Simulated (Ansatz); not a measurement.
Molecule: C4H4NS (charge 0, doublet). It need not be the lowest isomer of its formula. 
Structure (B3LYP-D3(BJ)/def2-TZVP (Ansatz, an electronic-structure program) minimum search):
```
C
C 1 1.3700
H 2 1.0781 1 128.19
N 1 1.3962 2 125.68 3 2.91
H 4 1.0089 1 114.30 2 -18.17
H 4 1.0090 5 111.03 1 130.94
C 1 1.4427 2 112.56 3 178.95
C 7 1.3481 1 109.68 2 -0.38
H 7 1.0802 8 126.09 1 178.74
S 8 1.6950 7 116.27 9 178.97
```
Charge 0, spin multiplicity 2.

Property: atomisation energy (electronic, to ground-state atoms), in kcal/mol. Cores are frozen in the correlated levels unless marked. UHF or UKS for open shells. Spin-orbit coupling is left out. Non-relativistic unless marked X2C. The coupled-cluster limit lacks core correlation, which all-electron functionals hold. Basis-set limits of correlation are two-point, X^-3; Hartree-Fock from the larger set.

| level | program | atomisation energy (kcal/mol) |
|---|---|---|
| r2SCAN/def2-TZVPD | Ansatz | 1020.3 |

### Question
What does CCSD(T)/CBS(cc-pV(T+d)Z,cc-pV(Q+d)Z) (Ansatz) give?

### Answer
1005.0 kcal/mol
